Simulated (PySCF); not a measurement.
Ge2H6S, SMILES [GeH3][S][GeH3].

Geometry optimised at B3LYP-D3(BJ)/def2-SVP.

Computed with PBE/def2-TZVP (PySCF).

Gas-phase values at a fixed geometry.

```
Item                                                                                                            Result
---------------------------------------------------------------------------------------------  -----------------------
total energy                                                                                       -4555.02885 hartree
highest occupied level                                                                                        -5.99 eV
lowest empty level                                                                                            -1.15 eV
orbital gap                                                                                                    4.84 eV
dipole moment                                                                                                   1.19 D
quadrupole, principal values (traceless, Buckingham form, about the centre of nuclear charge)   -2.91, -2.36, 5.28 D·Å
mean static polarisability                                                                       85.6 bohr³ (12.68 Å³)
polarisability, principal values                                                               69.0, 80.4, 107.3 bohr³
```
